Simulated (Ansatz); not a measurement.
Coupled-cluster run, `F[CH2][GaH2]`.

```yaml
crystal:
  periodic: [false, false, false]
  atoms:
    - {symbol: F, position_ang: [-1.008492, 0.283600, -1.439191]}
    - {symbol: C, position_ang: [-0.657242, -0.522893, -0.341493]}
    - {symbol: Ga, position_ang: [0.815843, 0.507619, 0.543070]}
    - {symbol: H, position_ang: [-0.356097, -1.498145, -0.731682]}
    - {symbol: H, position_ang: [-1.551691, -0.651430, 0.272865]}
    - {symbol: H, position_ang: [0.461303, 1.583110, 1.629516]}
    - {symbol: H, position_ang: [2.296386, 0.298140, 0.066904]}
basis:
  gaussian: {orbitals: def2-SVP}
correlation: {method: ccsd_t}
```

```sh
$ ansatz run in.yaml --threads 2 --pin off --events-out ev --progress --plain --max-ram 32768MiB --backend cpu
```

The program prints (abridged):

```
Functional definition: HF
804 factors; integrals over basis functions are off by at most 1.1e-3 eV
mean field evaluation 1: about -56121.7118 eV, gradient 2.1e1 eV
mean field evaluation 2: about -56121.7593 eV, gradient 2.1e1 eV
mean field evaluation 4: about -56122.9558 eV, gradient 2.7e0 eV
mean field evaluation 8: about -56122.9777 eV, gradient 1.3e-1 eV
mean field evaluation 16: about -56122.9235 eV, gradient 3.8e-1 eV
mean field -56122.97775278 eV, -2062.4813908939 hartree, gradient 5.0e-6 eV, S^2 0.000000; 0 other end points of the search recorded, 0 dependent functions left out
11 core orbitals not correlated: weight in the atoms' cores, before any rotation towards them, 1.000 or more for the frozen orbitals, at most 0.000 for the correlated occupied ones
reference -56122.97775278 eV, -2062.4813908939 hartree; 14, 14 occupied and 55, 55 virtual orbitals, 804 factors
second order -14.72988486 eV of doubles, -0.00000000 eV of singles
cycle   1  -14.68333511 eV  change    4.7e-2 eV  update   9.7e-2
cycle   2  -15.16176005 eV  change   -4.8e-1 eV  update   3.0e-2
cycle   3  -15.25609206 eV  change   -9.4e-2 eV  update   1.4e-2
cycle   4  -15.24984314 eV  change    6.2e-3 eV  update   3.3e-3
cycle   5  -15.24909603 eV  change    7.5e-4 eV  update   1.9e-3
cycle   6  -15.24958440 eV  change   -4.9e-4 eV  update   7.4e-4
cycle   7  -15.24941614 eV  change    1.7e-4 eV  update   4.1e-4
cycle   8  -15.24931595 eV  change    1.0e-4 eV  update   1.6e-4
cycle   9  -15.24936849 eV  change   -5.3e-5 eV  update   5.5e-5
cycle  10  -15.24939647 eV  change   -2.8e-5 eV  update   1.9e-5
perturbative correction -0.38116837 eV, -0.0140076793 hartree
Total energy: -56138.60831762 eV, -2063.0558035572 hartree
```

Run time 3.6 s (2 threads of an AMD EPYC 7R13 on a shared host); peak host memory 0.44 GiB.

Correlation energy per correlated electron: -0.558 eV. T1 diagnostic: 0.0117.
